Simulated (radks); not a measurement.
Spin polarisation of the 4f1 shell in the cerium ion Ce3+. Start: [Xe] 4f(up 0.5, down 0.5); electrons of 4f are moved from spin down to spin up, other shells keep equal spins. All-electron calculation, non-relativistic Kohn-Sham, BLYP, spin-polarised, spherical densities, point nucleus. Program: a radial shooting solver on a logarithmic mesh with Libxc functionals.

| moment (Bohr magnetons) | E - E(0) (eV) | e(4f up) (eV) | e(4f down) (eV) | 5p down minus up (eV) |
|---|---|---|---|---|
| 0 | 0.000 | -31.887 | -31.887 | 0.000 |
| 0.25 | -0.011 | -31.976 | -31.796 | 0.082 |
| 0.5 | -0.045 | -32.062 | -31.702 | 0.164 |
| 0.75 | -0.101 | -32.145 | -31.605 | 0.246 |
| 1 | -0.180 | -32.225 | -31.506 | 0.328 |

At moment 1 the spin-polarisation energy is -0.180 eV and the 4f exchange splitting 0.719 eV, that is 0.719 eV per Bohr magneton; E = -I m^2/4 would give I = 0.719 eV.
